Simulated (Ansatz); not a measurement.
Problem. Predict a relaxed structure of the cluster Si8H8⁺ (the lowest doublet isomer of a short search), charge 1, doublet, at PBE-D4/def2-SVP (Ansatz).

Solution. 
```xyz
16

Si   -1.159    1.560   -0.257
Si   -0.469   -1.603   -1.011
Si    0.463    1.644    1.481
Si    0.882   -0.399    2.482
Si    1.208   -1.807    0.667
Si    2.124    0.388    0.220
Si   -2.376   -0.480   -0.142
Si    0.510    0.496   -1.595
H     0.860    2.860    2.265
H    -3.420   -0.446   -1.225
H     3.586    0.699    0.359
H    -0.570   -2.814   -1.895
H     2.081   -2.998    0.927
H    -1.816    2.885   -0.521
H     1.034    0.930   -2.934
H    -2.937   -0.917    1.179
```
Point group Cs (tolerance 0.1 Å). This is one stationary point.

The structure comes from a short search, and lower isomers may exist.
